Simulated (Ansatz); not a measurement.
Species: CH₃AlCl₂O (charge 0, singlet). SMILES: C[O][Al]([Cl])[Cl]
Structure (B3LYP-D3(BJ)/def2-TZVP (Ansatz, a first-principles code) minimum search):
```xyz
8

C     -2.7421    -0.2858     0.2119
O     -1.4298    -0.7777     0.0337
Al     0.0989    -0.1139    -0.0228
Cl     0.3767     1.9437     0.2035
Cl     1.7351    -1.3606    -0.3224
H     -3.1894    -0.7540     1.0913
H     -3.3472    -0.5400    -0.6611
H     -2.7599     0.7996     0.3461
```

Quantity: vertical ionisation energy (to the doublet state of charge +1; each state is the SCF solution reached for its spin), in eV. Correlated levels leave the core frozen unless marked. UHF or UKS for open shells. Spin-orbit coupling is left out. Non-relativistic. CBS marks a two-point X^-3 extrapolation of the correlation energy; Hartree-Fock from the larger set. [CCSD(T)-MP2]/basis is that difference in the basis named.

```json
[
 {"level": "PBE/def2-TZVPD", "program": "Ansatz", "vertical ionisation energy (eV)": "10.26"},
 {"level": "wB97X-V/def2-TZVPD", "program": "Ansatz", "vertical ionisation energy (eV)": "11.15"},
 {"level": "RI-MP2/aug-cc-pV(Q+d)Z", "program": "Ansatz", "vertical ionisation energy (eV)": "11.78"},
 {"level": "RI-MP2/CBS(aug-cc-pV(T+d)Z,aug-cc-pV(Q+d)Z)", "program": "Ansatz", "vertical ionisation energy (eV)": "11.83"}
]
```

Q: Estimate the value at RI-MP2/CBS(aug-cc-pV(T+d)Z,aug-cc-pV(Q+d)Z)+[CCSD(T)-MP2]/aug-cc-pV(T+d)Z as computed with Ansatz.

A: 11.41 eV, so RI-MP2/CBS(aug-cc-pV(T+d)Z,aug-cc-pV(Q+d)Z) differs from it by 0.42 eV.
